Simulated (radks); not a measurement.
Results of a calculation; reference values are marked as such.
The platinum anion Pt2-, [Hg], held by a Watson sphere: a shell of charge +1.65 at radius R that stands for the Madelung well of a crystal (potential energy -1.65/R inside, -1.65/r outside, in hartree with lengths in bohr). Level of theory: scalar-relativistic Kohn-Sham, LDA (Slater exchange, VWN5 correlation), spin-polarised, spherical densities, finite nucleus; Fermi nuclear charge, rms radius of each element as measured or else 0.836 A^(1/3) + 0.57 fm (a radial shooting solver on a logarithmic mesh with Libxc functionals).

R (bohr)  e(5p) (eV)  e(6s) (eV)  e(5d) (eV)  <r> 5d (bohr)  sum of <r^2> (bohr^2)  X-ray form factor at sin(theta)/lambda = 0.3 1/angstrom
3.8          -51.471      -3.545      -2.165          1.894                  91.49                                                   58.464
4.18         -51.157      -3.167      -1.787          1.911                  94.89                                                   58.474
4.79         -50.715      -2.622      -1.275          1.934                  100.4                                                   58.485
5.47         -50.313      -2.116      -0.825          1.956                  106.7                                                   58.491
5.88         -50.114      -1.861      -0.606          1.970                  110.7                                                   58.494
